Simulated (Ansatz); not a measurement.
C$_{2}$H$_{6}$AlS, SMILES `[CH3][Al][S]C` radical. Charge 0, multiplicity 2. The geometry is a stationary point of PBE0-D4/def2-TZVP. It is one conformer, not always the lowest.

```xyz
10

C     0.719    2.148    1.064
Al    0.775    0.304    0.384
S    -1.055   -0.408   -0.587
C    -0.680   -2.129   -1.046
H     0.326    2.149    2.086
H     1.707    2.613    1.085
H     0.055    2.758    0.445
H    -0.805   -2.239   -2.122
H     0.338   -2.405   -0.774
H    -1.379   -2.790   -0.534
```

(1) What is the dipole moment at r2SCAN/def2-TZVPP? (An estimate is asked.)

(2) And with PBE, B3LYP, ωB97M-V? (Best estimate.)

(3) Give the Mulliken charges with r2SCAN, B3LYP, PBE in def2-TZVPP. (Estimate.)

## Answers

(1) The calculation gave: 1.20 D, with components (0.97, -0.68, 0.16) D in this frame, pointing from negative to positive charge.

(2) The calculation gave: PBE 1.05 D, B3LYP 1.24 D, ωB97M-V 1.38 D.

(3) Ansatz gave: 
```csv
atom,r2SCAN,B3LYP,PBE
C1,-0.37,-0.41,-0.40
Al2,0.27,0.24,0.20
S3,-0.25,-0.23,-0.21
C4,-0.11,-0.24,-0.23
H5,0.07,0.09,0.10
H6,0.07,0.09,0.10
H7,0.08,0.10,0.11
H8,0.08,0.12,0.12
H9,0.07,0.10,0.10
H10,0.08,0.12,0.12
```

B3LYP here is the variant with VWN-RPA as its local correlation; programs differ in this.
